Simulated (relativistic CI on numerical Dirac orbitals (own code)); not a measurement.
## Rh15+: computed level list

These numbers are calculated, not measured: Dirac-Coulomb-Breit CI, orbitals from a KLI potential per configuration, a model potential for QED, unscaled Slater integrals (own radial code, finite nucleus).

Configuration list (outside the closed core [Ar] 3d10): 4s2, 4s 4p, 4p2, 4s 4d, 4d2, 4s 4f, 4p 4d, 4f2, 4p 4f, 4s 5s, 4s 5p, 4d 4f, 4s 5d, 4s 5f, 4s 5g, 4s 6s. Levels of other configurations are missing.

```csv
No.,Configuration,Term,J,E (eV),%,Next component (%),Landé g,Lifetime (s)
1,4s2,1S,0,0.000,98,2 4p2 1S,,
2,4s 4p,3P°,0,29.583,100,,,
3,4s 4p,3P°,1,30.997,96,4 1P°,1.480,2.02e-09
4,4s 4p,3P°,2,35.489,100,,1.500,1.59e-03
5,4s 4p,1P°,1,45.223,95,4 3P°,1.019,2.38e-11
6,4p2,3P,0,69.520,88,12 1S,,3.48e-11
7,4p2,3P,1,73.496,100,,1.500,2.83e-11
8,4p2,1D,2,73.743,60,34 3P,1.170,5.93e-11
9,4p2,3P,2,79.272,66,29 1D,1.328,3.21e-11
10,4p2,1S,0,86.156,85,12 3P,,2.49e-11
11,4s 4d,3D,1,95.342,100,,0.498,1.11e-11
12,4s 4d,3D,2,95.717,99,,1.165,1.17e-11
13,4s 4d,3D,3,96.352,100,,1.333,1.32e-11
14,4s 4d,1D,2,103.497,88,10 4p2 1D,1.000,8.65e-12
15,4p 4d,3F°,2,126.660,84,13 1D°,0.718,8.09e-11
16,4p 4d,3F°,3,129.332,91,5 3D°,1.092,7.34e-11
17,4p 4d,1D°,2,131.345,53,28 3P°,1.129,1.58e-11
18,4p 4d,3F°,4,133.132,98,2 4s 4f 3F°,1.250,1.10e-10
19,4p 4d,3D°,1,133.619,63,28 3P°,0.824,7.98e-12
20,4p 4d,1D°,2,135.520,32,31 3D°,1.186,1.10e-11
21,4p 4d,3P°,0,137.508,100,,,1.05e-11
22,4p 4d,3P°,1,137.839,69,31 3D°,1.188,9.15e-12
23,4p 4d,3D°,3,137.859,80,11 1F°,1.273,7.63e-12
24,4p 4d,3D°,2,138.336,56,41 3P°,1.298,8.69e-12
25,4p 4d,1F°,3,141.476,67,17 4s 4f 1F°,1.050,8.22e-12
26,4p 4d,1P°,1,145.332,90,5 3D°,0.986,9.39e-12
27,4s 4f,3F°,2,156.156,99,1 4p 4d 3F°,0.666,1.01e-11
28,4s 4f,3F°,3,156.203,98,2 4p 4d 3F°,1.083,1.01e-11
29,4s 4f,3F°,4,156.274,98,2 4p 4d 3F°,1.250,1.02e-11
30,4s 4f,1F°,3,162.601,80,19 4p 4d 1F°,1.000,6.84e-12
31,4s 5s,3S,1,171.813,100,,2.001,3.34e-12
32,4s 5s,1S,0,174.684,100,,,3.92e-12
33,4s 5p,3P°,0,187.737,100,,,9.85e-12
34,4p 4f,1G,4,187.802,32,30 4d2 1G,1.066,3.68e-11
35,4s 5p,3P°,1,188.044,84,16 1P°,1.421,8.07e-12
36,4p 4f,3F,2,188.558,50,35 4d2 3F,0.723,1.47e-11
37,4p 4f,3F,3,188.757,40,33 3G,0.978,1.44e-11
38,4p 4f,1F,3,189.607,42,29 3G,0.980,1.11e-11
39,4s 5p,3P°,2,190.158,100,,1.500,1.02e-11
40,4p 4f,3F,4,191.117,33,30 4d2 3F,1.158,2.05e-11
41,4s 5p,1P°,1,191.214,84,16 3P°,1.079,5.68e-12
42,4d2,1D,2,193.122,54,26 4p 4f 1D,0.956,9.03e-12
43,4d2,3F,3,193.189,30,28 4p 4f 3G,1.005,8.98e-12
44,4p 4f,3G,4,193.421,74,18 4d2 3F,1.085,1.01e-11
45,4p 4f,3G,5,195.429,100,,1.200,1.08e-11
```

Energies count from the lowest computed level; ° marks odd parity; lifetimes are radiative, by E1, M1, E2, M2 decay to levels of this space only; some are left blank where a channel outside the calculation adds to the decay or the decay crosses a small, uncertain gap.

The mean weight of the leading LS term, summed over parents, in these 45 levels is 79 %, and that of the leading jj configuration (from the same eigenvectors) 78 %.

At this charge energies of transitions that change n are usually good to better than 1 %, and those within a shell (Δn = 0) to a few per cent.

LS names give the leading component of a level, which can be under half, so a name can repeat, a term be missing and a line seem to break the LS rules.
